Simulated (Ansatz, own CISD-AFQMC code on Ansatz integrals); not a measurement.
CH2B2, SMILES `B1=CB1` (charge 0, multiplicity 1).

Cartesian coordinates (Å):
```xyz
5

B     -0.3113     1.0856     0.5984
C     -0.8131     0.0180    -0.0774
B      0.7751     0.1503     0.1063
H     -1.3609    -0.7605    -0.5820
H      1.7102    -0.4934    -0.2199
```
Charge 0, spin multiplicity 1.

Frozen-core correlation energies in cc-pVTZ at a geometry from PBE0-D3(BJ)/def2-TZVP, on an HF energy of -88.28684 Ha (<S^2> = 0.00, restricted and unstable towards unrestricted orbitals). Wave-function levels are from Ansatz, the walk from an own CISD-AFQMC code on Ansatz integrals (time step 0.005/Ha, trial state from CCSD amplitudes, largest double 0.11).

```tsv
level	correlation energy (mHa)
MP2	-349.1
CCSD	-367.2
CCSD(T)	-389.9
```

Problem. What correlation energy does phaseless AFQMC give, and where does it lie among these levels?

Solution. -390.3 ± 0.4 mHa (one standard error). AFQMC minus each level: MP2 -41.2 mHa, CCSD -23.0 mHa, CCSD(T) -0.4 mHa.
